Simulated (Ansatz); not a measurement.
Compare A (`C1=[N][AlH][CH2][Se]1`) with its isomer B (`[Se]=[C]1C[NH][AlH]1`).

Calculated with Ansatz (gas phase, PBE0-D4/def2-TZVP geometries, no zero-point term in ΔE). CCSD(T)/CBS adds triple-zeta CCSD(T) − MP2 to the extrapolated MP2 energy (def2 sets, frozen cores). Functionals use def2-TZVPP. B3LYP here is the variant with VWN-RPA as its local correlation; programs differ in this. For Se outer-core shells are correlated without core-valence functions, which leaves a few kJ/mol of doubt a bond. Scalar relativity is left out up to krypton.

A:

```xyz
9

C     1.6356   -0.4820   -0.0058
N     1.0062   -0.9498   -0.9873
Al   -0.7348   -0.4310   -0.9733
C    -0.8986    0.6857    0.6374
Se    0.8896    0.6631    1.3902
H     2.7004   -0.6678    0.1830
H    -1.8190   -0.8281   -2.0482
H    -1.1810    1.7196    0.4270
H    -1.5984    0.2903    1.3770
```

B:

```xyz
9

Se    0.115    1.083   -2.641
C    -0.004    0.614   -0.961
C     0.214   -0.780   -0.393
N    -0.021   -0.539    1.038
Al   -0.364    1.190    0.891
H    -0.492   -1.492   -0.843
H     1.230   -1.131   -0.620
H     0.061   -1.320    1.666
H    -0.738    2.373    1.864
```

(1) Which isomer does CCSD(T)/CBS put lower? Give the gap. (Best estimate.)

(2) Give E(B) − E(A) in kcal/mol with ωB97M-V, B3LYP-D4, MP2/def2-TZVPP, r2SCAN-D4, PBE-D4, B2PLYP, PBE0-D4. (Best estimate.)

Largest T1 diagnostic: 0.017.

Results:

(1) Ansatz gave: A, by 21.7 kcal/mol.

(2) The calculation gave: ωB97M-V 23.8, B3LYP-D4 24.4, MP2/def2-TZVPP 23.4, r2SCAN-D4 25.9, PBE-D4 24.7, B2PLYP 23.4, PBE0-D4 24.4. None reverses the order clearly.

The D4 term adds +0.8 kcal/mol with B3LYP and +0.3 kcal/mol with PBE0; it sums over pairs of atoms, weighted by their polarisabilities, and B3LYP, whose exchange is more repulsive, gets the larger term. In def2-TZVPP, CCSD(T) changes the Hartree–Fock value by −1.7 kcal/mol (the triples alone add +0.1 kcal/mol) and MP2 by −1.0 kcal/mol.
